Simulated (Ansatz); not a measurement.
ZrH₂Cl₂⁻. The state is a doublet with charge -1. Geometry PBE-D4/def2-TZVP, that of the neutral singlet; atoms count from 1.

Cartesian coordinates in Å:
```
Zr -0.005 0.006 -0.075
H -0.497 -1.365 -1.208
H 0.348 1.539 -1.039
Cl 1.960 -0.628 0.994
Cl -1.805 0.448 1.328
```

In the def2 sets Zr takes a core potential; there is no spin–orbit coupling. The highest occupied level of the charge -1 doublet lies above zero (up to 0.66 eV). By energy differences its removal costs 1.12 eV (vertical, to the charge 0 singlet, at PBE0-D4/def2-TZVPD); a positive level beside a positive removal energy at the same level points to self-interaction error.

**Question.** Estimate the Mulliken populations from the PBE0/def2-TZVPD orbitals of Ansatz.

**Answer.** 
```
atom  charge (e)  spin (α − β)  d electrons
 Zr1        0.42          1.06         2.34
  H2       -0.13         -0.04            –
  H3       -0.13         -0.04            –
 Cl4       -0.58          0.00            –
 Cl5       -0.58          0.00            –
```
Mulliken values and Mayer orders depend strongly on the basis. With diffuse functions, as here, like atoms can get unlike values, and bond orders can come out too low or too high.

**Question.** Where does the spin sit?

**Answer.** Summed by element: Zr 1.06, H -0.07, Cl 0.01, of 1 unpaired in all. Largest on single atoms: Zr1 1.06, H2 -0.04, H3 -0.04.

**Question.** And the Mayer bond orders between bonded heavy atoms (over 0.3)?

**Answer.** Zr1–Cl4 0.73 (2.32 Å); Zr1–Cl5 0.73 (2.32 Å).
